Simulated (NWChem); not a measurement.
System: H₂SeSO; SMILES O[Se]S

Parts of the log:

```
             Northwest Computational Chemistry Package (NWChem) 7.3.0
             --------------------------------------------------------

 C1  symmetry detected

                             Geometry "geometry" -> ""
                             -------------------------

 Output coordinates in angstroms (scale by  1.889725989 to convert to a.u.)

  No.       Tag          Charge          X              Y              Z
 ---- ---------------- ---------- -------------- -------------- --------------
    1 Se                  34.0000     0.42119095     0.45548684     0.00338157
    2 O                    8.0000    -1.12650550     1.37953410    -0.05587880
    3 H                    1.0000    -1.44224533     1.45562907     0.85492533
    4 S                   16.0000    -0.21850817    -1.63443485     0.04767659
    5 H                    1.0000    -0.37007245    -1.82749669    -1.28569400

 Effective nuclear repulsion energy (a.u.)     261.8927262445

  pbe96 is a nonlocal functional; adding pw91lda local functional.

                                 NWChem DFT Module
                                 -----------------

 Summary of "ao basis" -> "ao basis" (spherical)
 ------------------------------------------------------------------------------
       Tag                 Description            Shells   Functions and Types
 ---------------- ------------------------------  ------  ---------------------
 Se                        def2-tzvp                16       48   6s5p4d1f
 O                         def2-tzvp                11       31   5s3p2d1f
 H                         def2-tzvp                 4        6   3s1p
 S                         def2-tzvp                13       37   5s5p2d1f

            General Information
            -------------------
          SCF calculation type: DFT
          Wavefunction type:  closed shell.
          No. of atoms     :     5
          No. of electrons :    60
           Alpha electrons :    30
            Beta electrons :    30
          Charge           :     0
          Spin multiplicity:     1
          Use of symmetry is: off; symmetry adaption is: off
          Maximum number of iterations: 150
          AO basis - number of functions:   128
                     number of shells:    48
          Convergence on energy requested:  1.00D-06
          Convergence on density requested:  1.00D-05
          Convergence on gradient requested:  5.00D-04

              XC Information
              --------------
          PerdewBurkeErnzerhof Exchange Functional  1.000
            Perdew 1991 LDA Correlation Functional  1.000 local
           PerdewBurkeErnz. Correlation Functional  1.000 non-local

             Grid Information
             ----------------
          Grid used for XC integration:  medium
          Radial quadrature: Mura-Knowles
          Angular quadrature: Lebedev.
          Tag              B.-S. Rad. Rad. Pts. Rad. Cut. Ang. Pts.
          ---              ---------- --------- --------- ---------
          Se                  1.15      112          10.0       590
          O                   0.60       49          10.0       434
          H                   0.35       45          11.0       434
          S                   1.00       88          10.0       590
          Grid pruning is: on
          Number of quadrature shells:   339
          Spatial weights used:  Erf1

      Superposition of Atomic Density Guess
      -------------------------------------

 Sum of atomic energies:       -2873.06995355

      Non-variational initial energy
      ------------------------------

 Total energy =   -2873.625528
 1-e energy   =   -4519.557026
 2-e energy   =    1384.038772
 HOMO         =      -0.238858
 LUMO         =      -0.025752

     ---------------------------------------------
      Total Density - Mulliken Population Analysis
     ---------------------------------------------

    Atom       Charge   Shell Charges
 -----------   ------   -------------------------------------------------------
    1 Se  34    33.66   2.00  2.00  1.16  0.78  0.99  0.94  6.00  5.93  0.84  1.95  0.91  8.97  1.04  0.03  0.09  0.02
    2 O    8     8.74   0.79  1.18  0.60  0.96  0.26  1.94  2.13  0.86  0.00  0.02  0.00
    3 H    1     0.56   0.20  0.26  0.06  0.04
    4 S   16    16.27   2.01  0.49  1.48  1.08  0.79  4.18  1.69  0.86  2.36  1.25  0.02  0.06  0.01
    5 H    1     0.76   0.20  0.42  0.13  0.02

   convergence    iter        energy       DeltaE   RMS-Dens  Diis-err
 ---------------- ----- ----------------- --------- --------- ---------
 d= 0,ls=0.0,diis     1  -2875.5353560398 -3.14D+03  9.58D-03  1.52D+00
 d= 0,ls=0.0,diis     2  -2875.3079189258  2.27D-01  9.35D-03  2.78D+00
 d= 0,ls=0.0,diis     3  -2875.4981089897 -1.90D-01  4.06D-03  1.15D+00
 d= 0,ls=0.0,diis     4  -2875.6054922410 -1.07D-01  1.98D-03  4.59D-02
 d= 0,ls=0.0,diis     5  -2875.6077910303 -2.30D-03  1.08D-03  3.10D-02
  Resetting Diis
 d= 0,ls=0.0,diis     6  -2875.6121922648 -4.40D-03  2.44D-04  1.41D-03
 d= 0,ls=0.0,diis     7  -2875.6123870180 -1.95D-04  1.39D-04  1.29D-04
 d= 0,ls=0.0,diis     8  -2875.6123411205  4.59D-05  9.25D-05  5.40D-04
 d= 0,ls=0.0,diis     9  -2875.6124007329 -5.96D-05  2.30D-05  2.56D-05
 d= 0,ls=0.0,diis    10  -2875.6124029699 -2.24D-06  7.05D-06  1.77D-06
 d= 0,ls=0.0,diis    11  -2875.6124032015 -2.32D-07  1.58D-06  7.41D-08

         Total DFT energy =    -2875.612403201547
      One electron energy =    -4519.784968418193
           Coulomb energy =     1503.823912735750
    Exchange-Corr. energy =     -121.544073763571
 Nuclear repulsion energy =      261.892726244467

 Numeric. integr. density =       59.999996544185

                       DFT Final Molecular Orbital Analysis
                       ------------------------------------

[...]
```

Level: PBE/def2-TZVP. The geometry was optimised at PBE0/def2-SVP.

### Question
Which NWChem input produces such a log?

### Answer
Several could match; the one computed here: the input that was run:
```
start job
memory heap 200 mb stack 900 mb global 1100 mb
geometry units angstroms noautoz
  Se     0.400491     0.474653    -0.000931
  O     -1.155451     1.384370    -0.065730
  H     -1.471357     1.464037     0.844711
  S     -0.220442    -1.620548     0.058438
  H     -0.371007    -1.824328    -1.273450
end
basis spherical
  Se library def2-tzvp
  O library def2-tzvp
  H library def2-tzvp
  S library def2-tzvp
end
dft
  xc xpbe96 cpbe96
  iterations 150
  mulliken
end
task dft energy
```
